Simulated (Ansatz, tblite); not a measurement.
Cost and result up the ladder for Sn(NH2)H3 (SnNH₅) (7 atoms). Total charge 0; singlet. Geometry: r2SCAN-D4/def2-TZVP.

```xyz
7

Sn    0.3203    0.5167   -0.4630
N    -0.4399   -0.6655    1.0170
H    -0.0275   -1.5929    1.0103
H    -1.4419   -0.7966    0.9219
H     1.9921    0.6171   -0.1509
H    -0.4597    2.0216   -0.2913
H     0.0566   -0.1004   -2.0440
```

Ansatz on 4 threads of Arm Neoverse V2 on a shared host; xTB runs through tblite on one thread. Times are rough, summed over both states, and most runs start from the orbitals of an earlier one. PBE0-D4/def2-TZVP serves as the yardstick here, not as an exact answer. The other state is a triplet.

In the def2 sets Sn takes a core potential; there is no spin–orbit coupling. The xTB rows come from tblite.

xTB has no spin-polarisation term.

| level | functions | wall time | vertical triplet (eV) | difference from PBE0-D4/def2-TZVP (eV) |
| --- | --- | --- | --- | --- |
| GFN1-xTB | 23 | 0.004 s | 6.09 | 1.01 |
| GFN2-xTB | 18 | 0.004 s | 6.07 | 0.99 |
| PBE-D4/def2-TZVP (with forces) | 111 | 1.4 s | 4.94 | -0.14 |
| PBE0-D4/def2-TZVP | 111 | 1.9 s | 5.09 | 0.00 |
| r2SCAN-D4/def2-TZVP | 111 | 3 s | 5.00 | -0.09 |
